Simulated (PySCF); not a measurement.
# What a mistake does to a calculation on AlBGeH6N

These are calculations, not measurements. They come from PySCF 2.14.0, an open-source quantum chemistry program, on an isolated molecule that a program drew, which may never have been made. The molecule is AlBGeH6N (charge 0, doublet), drawn as the SMILES string `[BH2][GeH]([NH2])[AlH]`.

Each row is a Hartree-Fock (HF) and frozen-core CCSD(T) single point in the cc-pV(D+d)Z basis, meant for a local HF minimum. Run 1 is clean. Each other run has one planted mistake out of seven kinds, and not every kind appears here: one electron removed, one electron added, multiplicity raised by two, geometry at a saddle point, minimal basis STO-3G, one bond length entered in bohr, all coordinates scaled. The reference is restricted for singlets and unrestricted otherwise, and also for a bond in bohr. Adding or removing an electron swaps singlet and doublet. Electrons count all cores. HOMO and LUMO are orbital energies over both spins, the gradient is its largest component, and the lowest frequency (negative if imaginary) is given only where the gradient is small. Bond lengths are over the 9 bonds as drawn. T1 is the CCSD diagnostic: over 0.02 (restricted) or 0.045 (unrestricted) a single reference is doubtful. Germanium has the cc-pVDZ-PP basis, with a core potential (ECP10MDF) in place of its 10 inner electrons, and its 3s, 3p and 3d shells are frozen in CCSD(T).

Geometry of the clean run:
```xyz
10
AlBGeH6N, angstrom
B    -1.3865    2.2549    0.1262
Ge   -0.3865    0.4477    0.2526
N    -1.4730   -0.9381   -0.3624
Al    1.8686    0.6303   -0.9496
H    -2.2008    2.4559   -0.7324
H    -1.0903    3.1596    0.8553
H    -0.0529    0.0876    1.7142
H    -0.9982   -1.8225   -0.4360
H    -1.8785   -0.7456   -1.2634
H     2.6297    2.0334   -1.0381
```

```
run  electrons  basis functions  <S^2>  HOMO (eV)  LUMO (eV)  gradient (hartree/bohr)  lowest frequency (cm^-1)  mean bond (Å)  longest bond (Å)      T1  HF (hartree)  CCSD(T) (hartree)                          mistake
  1         63              104  0.770      -7.43       0.39                  1.4e-05                        88         1.5611             2.562  0.0202    -617.86874         -618.33522                         no fault
  2         63              104  3.789      -6.09      -1.46                  4.1e-02                         -         1.5611             2.562  0.0328    -617.77753         -618.23932       multiplicity raised by two
  3         63              104  0.779      -7.54       0.31                  5.3e-02                         -         1.6828             2.762  0.0213    -617.82810         -618.30637           all coordinates scaled
  4         64              104  0.000      -0.81       5.34                  3.1e-02                         -         1.5611             2.562  0.0341    -617.86826         -618.37675               one electron added
  5         63              104  1.747      -7.52      -0.11                  1.3e-02                         -         1.7135             2.914  0.0377    -617.76294         -618.21116  one bond length entered in bohr
  6         62              104  0.000     -14.11      -5.95                  3.9e-02                         -         1.5611             2.562  0.0205    -617.62125         -618.08385                                ?
```

**Which mistake was planted in run 6, and what did it cost?**

It counts 62 electrons, one fewer than the clean run, at the same geometry and basis. So the mistake is: one electron removed. Subtracting run 1 and multiplying by 627.51 kcal/mol a hartree, the energy moved by 155.3 kcal/mol in HF and 157.7 kcal/mol in CCSD(T).

Cautions from the logs. Run 4: T1 is over the limit, so its CCSD(T) energy is less reliable; run 6: T1 is over the limit, so its CCSD(T) energy is less reliable.
